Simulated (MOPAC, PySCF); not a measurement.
[Ti(Cl)4], neutral singlet in the gas phase. 

Cartesian coordinates (Å):
```xyz
5

Ti    -0.0549    -0.0294     0.0133
Cl    -1.6269     0.3603    -1.4352
Cl     0.2365     1.7324     1.2515
Cl     1.7928    -0.4973    -1.0308
Cl    -0.6274    -1.7093     1.2676
```
Charge 0, spin multiplicity 1.

All levels are single points at this geometry (TPSS-D3(BJ)/def2-SVP); Pople sets use spherical d functions. Orbital energies aren't observables, and empty levels follow the basis.

| level | HOMO (eV) | LUMO (eV) | gap (eV) | dipole (D) | vertical IE, Delta-SCF (eV) |
|---|---|---|---|---|---|
| PBE-D3(BJ)/def2-TZVP in PySCF | -8.26 | -4.62 | 3.64 | 0.00 | – |
| TPSSh-D3(BJ)/def2-TZVP in PySCF | -8.92 | -4.31 | 4.61 | 0.00 | – |
| M06-2X/6-31G* (LANL2DZ on Ti) in PySCF | -11.09 | -3.57 | 7.52 | 0.00 | – |
| SVWN5/6-31G* (LANL2DZ on Ti) in PySCF | -8.54 | -5.03 | 3.51 | 0.00 | – |
| HF/6-31G* (LANL2DZ on Ti) in PySCF | -13.12 | -0.96 | 12.15 | 0.00 | – |
| PM7 in MOPAC | -11.41 | -2.25 | 9.16 | 0.00 | – |
